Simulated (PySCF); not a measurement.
**Molecular orbitals of TaO**

LDA at R = 1.682 Å; PySCF, scalar-relativistic core potentials, basis sets Ta def2-TZVPP with ECP60, O def2-TZVPP. State: ²Δ (doublet), unpaired electrons δ ↑. Only the outer orbitals are listed, counted within each symmetry, core potentials removing the inner ones.

```csv
spin,orbital,occ.,ε (eV),on Ta (%),main shells (%)
α,4σ,1,-22.41,15,85 O s
α,5σ,1,-9.34,25,"68 O p, 21 Ta d"
α,2π,1,-9.34,28,"72 O p, 25 Ta d"
α,2π,1,-9.34,28,"72 O p, 25 Ta d"
α,6σ,1,-5.72,100,"84 Ta s, 14 Ta d"
α,1δ,1,-4.75,100,100 Ta d
α,1δ,0,-4.48,100,100 Ta d
α,3π,0,-3.06,86,"58 Ta d, 27 Ta p, 14 O p"
α,3π,0,-3.06,86,"58 Ta d, 27 Ta p, 14 O p"
β,4σ,1,-22.46,15,85 O s
β,5σ,1,-9.32,24,"69 O p, 20 Ta d"
β,2π,1,-9.30,25,"74 O p, 23 Ta d"
β,2π,1,-9.30,25,"74 O p, 23 Ta d"
β,6σ,1,-5.24,100,"85 Ta s, 12 Ta d"
β,1δ,0,-4.05,100,100 Ta d
β,1δ,0,-3.61,100,100 Ta d
β,3π,0,-2.76,88,"59 Ta d, 28 Ta p, 12 O p"
```

Task: Which are the highest filled and the lowest empty level, where do they sit, and how wide is the gap?

Result: Highest filled α 1δ at -4.75 eV (in %: 100 Ta d); lowest empty α 1δ at -4.48 eV (in %: 100 Ta d); the gap at LDA is 0.27 eV. Both belong to one degenerate shell, split only by its one-sided filling, so this is no excitation gap.

The bond order (Mayer) is 2.50. The ⟨S²⟩ is 0.756, the charge on Ta (Mulliken, basis-dependent) is 0.26 and the charge on Ta (Löwdin, basis-dependent) is -0.04. The dipole moment (positive dipole means Ta(−)O(+)) is -2.58 D, the polarisability along the bond is 62.6 bohr³ and the polarisability across the bond is 67.5 bohr³.

Spin–orbit coupling is left out. The state is the lowest single determinant that the PBE0 search found; with open d or f shells the true ground state can be another one.
